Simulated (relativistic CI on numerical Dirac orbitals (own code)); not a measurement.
# Tc18+: q coefficients and field-shift factors

These numbers are calculated, not measured: Dirac-Coulomb-Breit CI, KLI orbitals optimised for each configuration, derivatives by finite differences, unscaled Slater integrals, QED left out (own radial code, finite nucleus).

CI space (outside the closed core [Ne]): 3s²3p⁶3d⁷, 3s²3p⁵3d⁸, 3s²3p⁴3d⁹, 3s3p⁶3d⁸, 3p⁶3d⁹, 3s²3p⁶3d⁶4s, 3s3p⁵3d⁹, 3s²3p⁶3d⁶4p. Levels of other configurations are missing.

With x = (α/α₀)² − 1 an excitation energy changes as ω = ω₀ + qx; K = 2q/ω₀ is the relative enhancement. Terms are leading LS components, so labels can repeat. The field-shift factor is F = δν/δ⟨r²⟩ for the transition from the lowest level.

Lowest level 3s²3p⁶3d⁷ ⁴F9/2.

```csv
Level,ω₀ (cm⁻¹),q (cm⁻¹),K,F (GHz/fm²)
3s²3p⁶3d⁷ ⁴F7/2,25025,28240,2.26,0.175
3s²3p⁶3d⁷ ⁴F5/2,35032,28730,1.64,0.187
3s²3p⁶3d⁷ ⁴F3/2,39708,21850,1.1,0.141
3s²3p⁶3d⁷ ⁴P3/2,57148,14910,0.522,0.107
3s²3p⁶3d⁷ ⁴P5/2,66630,19730,0.592,0.19
3s²3p⁶3d⁷ ²G9/2,68792,19090,0.555,0.182
3s²3p⁶3d⁷ ⁴P1/2,77221,26670,0.691,0.2
3s²3p⁶3d⁷ ²G7/2,89785,37540,0.836,0.295
3s²3p⁶3d⁷ ²H11/2,94724,23410,0.494,0.264
3s²3p⁶3d⁷ ⁴P3/2,97716,48060,0.984,0.338
3s²3p⁶3d⁷ ²D5/2,100772,40820,0.81,0.307
3s²3p⁶3d⁷ ²P1/2,112286,57260,1.02,0.354
3s²3p⁶3d⁷ ²H9/2,120412,53500,0.889,0.443
3s²3p⁶3d⁷ ²D3/2,139411,74890,1.07,0.504
3s²3p⁶3d⁷ ²F5/2,142717,22070,0.309,0.28
3s²3p⁶3d⁷ ²F7/2,156303,41190,0.527,0.391
3s²3p⁶3d⁷ ²D3/2,214429,34410,0.321,0.476
3s²3p⁶3d⁷ ²D5/2,228640,49010,0.429,0.565
3s²3p⁵3d⁸ ⁴G°11/2,1255006,42500,0.0677,2.32
3s²3p⁵3d⁸ ²F°7/2,1297463,51600,0.0795,2.12
3s²3p⁵3d⁸ ²D°5/2,1302745,46710,0.0717,2.12
3s²3p⁵3d⁸ ⁴G°9/2,1304376,79270,0.122,2.29
3s²3p⁵3d⁸ ⁴D°7/2,1349532,80090,0.119,2.34
```

At this charge energies of transitions that change n are usually good to better than 1 %, and those within a shell (Δn = 0) to a few per cent. Terms inside the open d or f shell come out 10 to 20 % too wide with unscaled integrals.
